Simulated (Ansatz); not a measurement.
[MoO3Cl]- (MoClO3⁻). Charge -1, multiplicity 1. Geometry r2SCAN-D4/def2-SVPD, basis def2-TZVPD, Ansatz.

```
run  HOMO (eV)  LUMO (eV)
  A      -2.04       2.28
  B      -3.05       2.58
  C      -7.65       4.39
  D      -3.70       2.96
  E      -3.29       2.59
  F      -2.45       2.30
```

In the def2 sets Mo takes a core potential; there is no spin–orbit coupling. HSE06 is defined as in plane-wave codes, on full-range PBE exchange.

Q: The runs used BLYP, HF, HSE06, PBE0, r2SCAN, r2SCANh. Estimate which is which.

A: A BLYP (0 % exact exchange); B r2SCANh (10 % exact exchange); C HF (100 % exact exchange); D PBE0 (25 % exact exchange); E HSE06 (range-separated); F r2SCAN (0 % exact exchange). Exact exchange lowers occupied and raises empty levels; among semilocal functionals meta-GGAs tend to open the gap a little, and such runs are hard to tell apart. The gap grows from 4.32 eV (BLYP) to 12.04 eV (HF).
